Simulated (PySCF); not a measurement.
**Ni²⁺ (nickel, charge +2) across methods**

[Ar] 3d7 4p1, one real determinant (an excited configuration). Computed with PySCF 2.14 in def2-TZVPPD, with the non-relativistic Hamiltonian (point nucleus).

```json
{"method": "PBE0", "E (hartree)": "-1506.581", "mean ε 3d α (eV)": "-41.213", "mean ε 3d β (eV)": "-38.078", "mean ε 4p α (eV)": "-19.067", "Σ⟨r²⟩ (bohr²)": "21.26", "⟨S²⟩": "6.001"}
{"method": "CAM-B3LYP", "E (hartree)": "-1506.889", "mean ε 3d α (eV)": "-42.596", "mean ε 3d β (eV)": "-39.659", "mean ε 4p α (eV)": "-20.238", "Σ⟨r²⟩ (bohr²)": "21.24", "⟨S²⟩": "6.001"}
{"method": "r2SCAN", "E (hartree)": "-1506.790", "mean ε 3d α (eV)": "-38.625", "mean ε 3d β (eV)": "-35.655", "mean ε 4p α (eV)": "-18.497", "Σ⟨r²⟩ (bohr²)": "21.18", "⟨S²⟩": "6.001"}
{"method": "UHF", "E (hartree)": "-1505.55664", "mean ε 3d α (eV)": "-49.940", "mean ε 3d β (eV)": "-45.812", "mean ε 4p α (eV)": "-20.701", "Σ⟨r²⟩ (bohr²)": "21.58", "⟨S²⟩": "6.003"}
{"method": "r2SCANh", "E (hartree)": "-1506.785", "mean ε 3d α (eV)": "-39.842", "mean ε 3d β (eV)": "-36.778", "mean ε 4p α (eV)": "-18.763", "Σ⟨r²⟩ (bohr²)": "21.19", "⟨S²⟩": "6.001"}
{"method": "PBE", "E (hartree)": "-1506.533", "mean ε 3d α (eV)": "-38.020", "mean ε 3d β (eV)": "-35.167", "mean ε 4p α (eV)": "-18.359", "Σ⟨r²⟩ (bohr²)": "21.25", "⟨S²⟩": "6.001"}
{"method": "LDA", "E (hartree)": "-1504.066", "mean ε 3d α (eV)": "-38.309", "mean ε 3d β (eV)": "-35.146", "mean ε 4p α (eV)": "-18.435", "Σ⟨r²⟩ (bohr²)": "21.17", "⟨S²⟩": "6.001"}
{"method": "BP86", "E (hartree)": "-1507.001", "mean ε 3d α (eV)": "-38.077", "mean ε 3d β (eV)": "-35.366", "mean ε 4p α (eV)": "-18.468", "Σ⟨r²⟩ (bohr²)": "21.19", "⟨S²⟩": "6.001"}
{"method": "HSE06", "E (hartree)": "-1506.589", "mean ε 3d α (eV)": "-40.762", "mean ε 3d β (eV)": "-37.653", "mean ε 4p α (eV)": "-18.694", "Σ⟨r²⟩ (bohr²)": "21.26", "⟨S²⟩": "6.001"}
```

⟨L²⟩ = 13.89 against 20 for a pure G term, so this real determinant mixes terms.
